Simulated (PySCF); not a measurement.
Al(AsH2)(F)2 (AlAsF₂H₂), SMILES [F][Al]([F])[AsH2]. Coordinates come from a PBE0-D3(BJ)/def2-SVP optimisation.

Computed equilibrium geometry at PBE0-D3(BJ)/def2-SVP (PySCF confirms it by a frequency run) as a Z-matrix, and its point group:
point group Cs.
```
Al
F 1 1.6582
F 1 1.6582 2 116.71
As 1 2.3992 2 121.60 3 176.74
H 4 1.5258 1 89.65 2 138.12
H 4 1.5258 5 92.82 1 89.63
```
Charge 0, spin multiplicity 1.
